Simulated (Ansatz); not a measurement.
`BC(=O)OC` → `[CH2]` (triplet) + `BC(=O)O` at 400 K and 1 bar (formal loss of a carbene).

Program: Ansatz. Geometries: PBE0-D4/def2-TZVP. ΔE: electronic, gas phase. CCSD(T)/CBS adds triple-zeta CCSD(T) − MP2 to the extrapolated MP2 energy (def2 sets, frozen cores). This one scheme is used for every species. Triplets are unrestricted, without spin–orbit coupling. Each species was taken in one conformer, which may not be the lowest.

| species | CCSD(T)/CBS energy (Eh) | H − E (kJ/mol) | S (J/(mol·K)) |
| --- | --- | --- | --- |
| `BC(=O)OC` | -254.22022 | 219.6 | 351.7 |
| `[CH2]` (triplet) | -39.09499 | 59.0 | 205.7 |
| `BC(=O)O` | -214.97533 | 139.3 | 307.9 |

H − E and S are ideal-gas, rigid-rotor, harmonic terms from PBE0-D4/def2-TZVP, for one conformer and one mirror image of each species, with the whole ground term of open shells counted as degenerate. 1 Eh = 2625.50 kJ/mol, R = 8.31446 J/(mol·K).

Task: By hand: ΔE, ΔH, ΔS and ΔG.

Result: ΔE = (-39.09499) + (-214.97533) − (-254.22022) = 0.14990 Eh = 393.6 kJ/mol. Δ(H − E) = 59.0 + 139.3 − 219.6 = -21.3, so ΔH = 372.3 kJ/mol. ΔS = 205.7 + 307.9 − 351.7 = 161.9 J/(mol·K). ΔG = 372.3 − 400 × (161.9)/1000 = 307.5 kJ/mol.

Task: By hand: the equilibrium constant, and the temperature at which ΔG would vanish if ΔH and ΔS stayed fixed.

Result: log₁₀ K = −ΔG/(RT ln 10) = -40.2. ΔG = 0 at ΔH/ΔS = 2300 K.

The number of gas molecules changes by +1, which sets the sign of ΔS. A doubt of 5 kJ/mol in ΔE shifts log₁₀ K by 0.7 here. Other conformers and mirror images would add mixing entropy, several J/(mol·K) or more a flexible species. A triplet takes part, so the spin changes. These are equilibria of isolated gas molecules and say nothing of rates. Largest T1 diagnostic: 0.019 (customary marks: 0.02 for closed shells, 0.045 for open ones).
